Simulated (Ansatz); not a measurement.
C$_{4}$H$_{11}$InO, SMILES `[CH3][InH][O]C(C)C`. Total charge 0; spin multiplicity 1. Correlated methods freeze the filled d shell of In. In takes the def2 core potential.

Cartesian coordinates in Å:
```
C -2.2320 -0.9716 2.4487
In -1.5287 -0.3914 0.5202
O 0.4417 -0.0825 0.6734
C 1.3072 0.3129 -0.3559
C 0.9470 1.6883 -0.8951
C 1.3667 -0.7218 -1.4685
H -2.9902 -0.2735 2.8070
H -2.6761 -1.9675 2.4109
H -1.3876 -0.9764 3.1374
H -2.2443 -0.1519 -1.0213
H 2.3105 0.3809 0.0927
H 0.9033 2.4130 -0.0792
H 1.6806 2.0373 -1.6271
H -0.0306 1.6615 -1.3897
H 2.1155 -0.4596 -2.2210
H 1.6197 -1.7019 -1.0581
H 0.3974 -0.7958 -1.9744
```

(1) Give the diagnostics of a CCSD(T)/def2-TZVPP run (frozen core, Ansatz 0.2.0). (Best estimate.)

## Answers

(1) Ansatz gave: T1 = 0.0130, largest single amplitude 0.037, largest double 0.024, (T) share of the correlation energy 3.8 %, 10 CCSD cycles. The RHF solution is stable towards an unrestricted one. T1 lies under the customary mark of 0.02 for closed shells.
